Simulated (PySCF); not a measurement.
```xyz
3
charge 0 multiplicity 6, angstrom
Ru   -0.1165   -0.0126   -0.3416
O     0.3492    0.0376   -2.0347
Cl    0.1796    0.0194    1.9259
```

These are results of PySCF, UPBE0, basis Ru def2-TZVP with ECP28, O def2-TZVP, Cl def2-TZVP (scalar-relativistic core potentials, no spin–orbit coupling, density fitting), not measurements.

This geometry of RuOCl is a stationary point at this level.

Q: What is the point group?

A: Cs.

Q: Is it a minimum?

A: Yes: all harmonic wavenumbers are real.

Q: What are the dipole moment and the gap between the highest occupied and lowest empty levels of either spin?

A: 1.54 D and 2.82 eV.

Q: Give the atomic charges and bond orders.

A: 
| atom | Mulliken | Löwdin | polar tensor | spin (Mulliken) | Mayer order to Ru1 |
| --- | --- | --- | --- | --- | --- |
| Ru1 | 0.93 | 0.45 | 1.12 | 3.86 | – |
| O2 | -0.52 | -0.33 | -0.52 | 1.00 | 1.73 |
| Cl3 | -0.42 | -0.11 | -0.61 | 0.14 | 0.94 |

Other isomers or separated fragments may lie lower. Other spin states or occupations of the open shell can lie lower. At this level a quartet minimum of Cs symmetry lies 68 kJ/mol below this structure.
